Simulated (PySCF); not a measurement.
# Dipole moment and polarisability of AlEt2(SiH3)

AlEt2(SiH3), C₄H₁₃AlSi.
Cartesian coordinates in Å at the PBE0-D3(BJ)/def2-SVP level; atoms count from 1:
```xyz
19
C4H13AlSi angstrom
Al     0.069    0.153   -0.015
C      1.880    0.342    0.738
C      2.540   -0.930    1.268
H      1.818    1.107    1.536
H      2.515    0.816   -0.035
H      3.533   -0.741    1.708
H      1.930   -1.414    2.049
H      2.677   -1.681    0.473
C     -0.869    1.716   -0.762
C     -2.282    1.495   -1.300
H     -0.216    2.136   -1.552
H     -0.871    2.498    0.023
H     -2.734    2.421   -1.692
H     -2.298    0.757   -2.118
H     -2.962    1.111   -0.522
Si    -1.014   -2.065    0.043
H     -0.060   -3.177   -0.284
H     -2.178   -2.195   -0.894
H     -1.541   -2.358    1.420
```

Level: CAM-B3LYP/def2-SVPD (PySCF), static field, nuclei fixed, core orbitals frozen in the response. The polarisability tensor in these axes (au):

```
x   115.65   1.50  11.34
y     1.50 118.34  -6.42
z    11.34  -6.42  94.19
```

Problem. What are the eigenvalues, a third of the trace, and Δα (Δα² = ½Σ(αi − αj)² over the three pairs)?

Solution. Principal values 87.92, 118.92 and 121.34 au; mean 109.39 au = 16.21 Å³ = 18.04 × 10⁻⁴⁰ C²·m²/J; Δα = 32.28 au (30 % of the mean).

Problem. What is the dipole moment, and where does it point?

Solution. (0.65, 1.34, -0.10) D, 1.49 D in size, pointing from the negative to the positive side. Measured along this direction, the outermost atoms are H19, H17 and H18 at the negative end and H11, H12 and H5 at the positive end.

Problem. Estimate the molar refractivity from the static electronic polarisability.

Solution. Lorentz–Lorenz: R = (4π/3)N_A α = 2.5225 cm³/(mol·Å³) × 16.21 Å³ = 40.9 cm³/mol, in the limit of long wavelengths.

Problem. Rayleigh depolarisation ratio (linearly polarised light, static tensor)?

Solution. ρ = 3Δα²/(45ᾱ² + 4Δα²) = 3125.4/(538504 + 4167.2) = 0.00576.

Problem. Find the Langevin capture rate constant for NO+ (29.998 u) meeting this molecule (116.060 u), k = 2.342 × 10⁻⁹ cm³/s × √(α in Å³ / reduced mass in u).

Solution. The reduced mass is 23.84 u, so k = 1.93 × 10⁻⁹ cm³/s. The formula leaves out the permanent dipole, which adds to the capture rate.

Geometry: PBE0-D3(BJ)/def2-SVP, one conformer, isolated molecule.

The run behind these numbers computed excited states as well. On one thread of an Intel Xeon at 2.70 GHz, on a shared host, this took 1.7 min of wall time (with the writing of density and orbital grids) and 1.1 GiB of memory at its peak.
